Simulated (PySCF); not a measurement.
# UHF on V (vanadium, neutral)

Configuration: [Ar] 3d3 4s2, high-spin 4F determinant. Calculation: PySCF 2.14, in aug-cc-pVDZ-DK; the spin-free X2C one-electron Hamiltonian (Gaussian nucleus).

```
Total energy                        : -948.140186 hartree
One-electron energy                 : -1301.1953 hartree
Hartree (Coulomb) energy            : 397.6509 hartree
Exchange energy                     : -44.5958 hartree
⟨S²⟩                                : 3.7629
⟨L²⟩                                : 12.031
Sum of ⟨r⟩                          : 21.63 bohr
Sum of ⟨r²⟩                         : 47.24 bohr²
Langevin diamagnetic susceptibility : -37.4 ×10⁻⁶ cm³/mol
Time after the integrals            : 0.4 s of wall time on 1 thread of Neoverse-V1 (shared host)
```

```
shell  electrons  mean orbital energy (eV)  rms radius, mean of both spins (bohr)
 1s α          1                   -5520.5                                 0.0768
 1s β          1                   -5520.5                                 0.0768
 2s α          1                   -658.31                                  0.332
 2s β          1                   -656.68                                  0.332
 2p α          3                   -546.90                                  0.303
 2p β          3                   -545.26                                  0.303
 3s α          1                   -90.674                                   1.02
 3s β          1                   -84.964                                   1.02
 3p α          3                   -58.650                                   1.11
 3p β          3                   -51.664                                   1.11
 3d α          3                   -13.803                                   1.51
 4s α          1                    -6.796                                   3.88
 4s β          1                    -5.913                                   3.88
```

Densities and radii are taken from the X2C orbitals without a picture-change correction, which distorts them close to the nucleus.
